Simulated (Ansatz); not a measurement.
Basis sets compared for the cluster Cu₈Te₄. The state is a singlet with charge 0. Geometry PBE-D4/def2-SVP. Ansatz on 2 threads of AMD EPYC 7R13 on a shared host and a share (18 GiB) of an NVIDIA H100 80GB HBM3; times are rough, and most runs start from earlier orbitals.

```
atom    x (Å)    y (Å)    z (Å)
 Cu1  -0.1920  -1.3723   1.5071
 Cu2   0.6490   0.0995  -2.7884
 Cu3  -2.2171  -0.2088   0.7585
 Cu4   1.8511   0.1505   0.9662
 Cu5  -0.4276   1.2717   1.5465
 Cu6   0.7996  -1.2989  -0.8029
 Cu7   0.5554   1.4429  -0.7620
 Cu8  -1.3537  -0.0993  -1.4326
 Te9   0.8777   0.0292   3.2942
Te10  -1.4610  -2.4885  -0.4509
Te11  -1.8790   2.2033  -0.3812
Te12   2.7976   0.2708  -1.4544
```

In the def2 sets Te takes a core potential; there is no spin–orbit coupling. Single mean-field runs in def2-TZVP are fitted with def2-universal-jkfit. Another isomer (singlet) lies 0.38 eV lower at PBE0-D4/def2-TZVP; other spin states weren't run for this one.

Binding counts from free atoms (Cu doublet, Te triplet) in the same basis, without a counterpoise term.

```tsv
level	functions	energy (Eh)	HOMO (eV)	LUMO (eV)	binding per atom (eV)	wall time
PBE-D4/def2-SVP	352	-14193.1249	-4.98	-3.85	3.34	11 s
PBE0-D4/def2-SVP	352	-14193.1829	-6.03	-3.32	3.01	10 s
```

(1) Estimate the rows for PBE-D4/def2-TZVP (with forces), PBE0-D4/def2-TZVP.

## Answers

(1) 
```json
{"level": "PBE-D4/def2-TZVP (with forces)", "functions": "560", "energy (Eh)": "-14195.1211", "HOMO (eV)": "-5.18", "LUMO (eV)": "-4.05", "binding per atom (eV)": "2.89", "wall time": "11 s"}
{"level": "PBE0-D4/def2-TZVP", "functions": "560", "energy (Eh)": "-14195.1071", "HOMO (eV)": "-6.17", "LUMO (eV)": "-3.49", "binding per atom (eV)": "2.66", "wall time": "14 s"}
```
